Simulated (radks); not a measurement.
Values are calculated unless marked as measured or tabulated.
Ar, 18 electrons, occupied as [Ar]. Code: a radial shooting solver on a logarithmic mesh with Libxc functionals. Model: scalar-relativistic Kohn-Sham, LDA (Slater exchange, Perdew-Wang correlation), spin-unpolarised, spherical densities, point nucleus. Some entries of the table are withheld. Estimate them.

orbital  occ.  eigenvalue (hartree)  <r> (bohr)
1s          2             -114.3031     0.08594
2s          2                   (1)      0.4157
2p          6                   (2)         (3)
3s          2                   (4)         (5)
3p          6              -0.38163       1.665

Answer. 
(1) 2s eigenvalue (hartree): -10.87661
(2) 2p eigenvalue (hartree): -8.44780
(3) 2p <r> (bohr): 0.3774
(4) 3s eigenvalue (hartree): -0.89165
(5) 3s <r> (bohr): 1.408
